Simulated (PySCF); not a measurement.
ClIn (SMILES [Cl][In]), singlet, at a GFN2-xTB geometry (such geometries of metal compounds can be far from the true shape) (all electrons, no relativity); B3LYP/STO-3G run with PySCF.

The PySCF input:
```python
from pyscf import gto, scf, dft

mol = gto.Mole()
mol.atom = '''
    In   -0.00000000   -0.00000000   -0.61493004
    Cl    0.00000000    0.00000000    1.77244540
'''
mol.basis = 'sto-3g'
mol.verbose = 4
mol.build()

mf = dft.RKS(mol)
mf.xc = 'b3lyp'
mf.init_guess = '1e'
mf.kernel()
```

### Question
What does PySCF print? Leave out banner, timings and long lists.

### Answer

```
PySCF version 2.14.0

[INPUT] verbose = 4
[INPUT] num. atoms = 2
[INPUT] num. electrons = 66
[INPUT] charge = 0
[INPUT] spin (= nelec alpha-beta = 2S) = 0
[INPUT] symmetry False subgroup None
[INPUT] Mole.unit = angstrom
[INPUT] Symbol           X                Y                Z      unit          X                Y                Z       unit  Magmom
[INPUT]  1 In     0.000000000000   0.000000000000  -0.614930040000 AA    0.000000000000   0.000000000000  -1.162049361368 Bohr   0.0
[INPUT]  2 Cl     0.000000000000   0.000000000000   1.772445400000 AA    0.000000000000   0.000000000000   3.349436376745 Bohr   0.0

nuclear repulsion = 184.639838925527
number of shells = 16
number of NR pGTOs = 108
number of NR cGTOs = 36
basis = sto-3g
ecp = {}

******** <class 'pyscf.dft.rks.RKS'> ********
method = RKS
initial guess = 1e
damping factor = 0
level_shift factor = 0
DIIS = <class 'pyscf.scf.diis.CDIIS'>
diis_start_cycle = 1
diis_space = 8
diis_damp = 0
SCF conv_tol = 1e-09
SCF conv_tol_grad = None
SCF max_cycles = 50
direct_scf = True
direct_scf_tol = 1e-13
XC library pyscf.dft.libxc version 7.1.2
    S. Lehtola, C. Steigemann, M. J. T. Oliveira, and M. A. L. Marques,  SoftwareX 7, 1–5 (2018)
XC functionals = b3lyp
    P. J. Stephens, F. J. Devlin, C. F. Chabalowski, and M. J. Frisch,  J. Phys. Chem. 98, 11623 (1994)
radial grids:
    Treutler-Ahlrichs [JCP 102, 346 (1995); DOI:10.1063/1.469408] (M4) radial grids

becke partition: Becke, JCP 88, 2547 (1988); DOI:10.1063/1.454033
pruning grids: <function nwchem_prune>
grids dens level: 3
symmetrized grids: False
atomic radii adjust function: <function treutler_atomic_radii_adjust>
small_rho_cutoff = 0
Set gradient conv threshold to 3.16228e-05
Initial guess from hcore.
  HOMO = -21.6069931951239  LUMO = -20.7025814985592  gap/eV = 24.61030
tot grids = 40760
init E= -6131.58181177463

WARN: HOMO 0.939758348554636 == LUMO 0.939758348554665

cycle= 1 E= -6131.4052768375  delta_E= 0.177  |g|= 0.947  |ddm|= 5.73
  HOMO = -0.400033087360983  LUMO = -0.0239500259579858  gap/eV = 10.23374
cycle= 2 E= -6133.34025620318  delta_E= -1.93  |g|= 1.55  |ddm|= 6.27
  HOMO = -0.396487562234333  LUMO = -0.262888655457687  gap/eV = 3.63541
cycle= 3 E= -6139.94913552251  delta_E= -6.61  |g|= 0.645  |ddm|= 5.63
  HOMO = -0.233543210362437  LUMO = -0.0602306274745049  gap/eV = 4.71608
cycle= 4 E= -6140.04460374663  delta_E= -0.0955  |g|= 0.309  |ddm|= 0.877
  HOMO = -0.137340210472227  LUMO = 0.0407782425332052  gap/eV = 4.84685
cycle= 5 E= -6140.0658624263  delta_E= -0.0213  |g|= 0.0652  |ddm|= 0.392
  HOMO = -0.12952445976497  LUMO = 0.0536691949660465  gap/eV = 4.98495
cycle= 6 E= -6140.06384526694  delta_E= 0.00202  |g|= 0.0815  |ddm|= 0.207
  HOMO = -0.129437018535881  LUMO = 0.0538055770909707  gap/eV = 4.98629
cycle= 7 E= -6140.06395137202  delta_E= -0.000106  |g|= 0.0805  |ddm|= 0.00259
  HOMO = -0.123962421412823  LUMO = 0.0606380276607836  gap/eV = 5.02323
cycle= 8 E= -6140.0685734082  delta_E= -0.00462  |g|= 0.00129  |ddm|= 0.231
  HOMO = -0.124179788342453  LUMO = 0.0606368980704005  gap/eV = 5.02912
cycle= 9 E= -6140.06857516557  delta_E= -1.76e-06  |g|= 0.000267  |ddm|= 0.00633
  HOMO = -0.124174518830413  LUMO = 0.0606334432230521  gap/eV = 5.02888
cycle= 10 E= -6140.0685752394  delta_E= -7.38e-08  |g|= 3.18e-05  |ddm|= 0.00129
  HOMO = -0.124171839838683  LUMO = 0.0606370974762168  gap/eV = 5.02891
cycle= 11 E= -6140.06857524022  delta_E= -8.16e-10  |g|= 8.42e-07  |ddm|= 0.000108
  HOMO = -0.124171917893165  LUMO = 0.0606368302241527  gap/eV = 5.02890
Extra cycle  E= -6140.06857524022  delta_E= 1.82e-12  |g|= 7.53e-07  |ddm|= 4.7e-06
converged SCF energy = -6140.06857524022
```
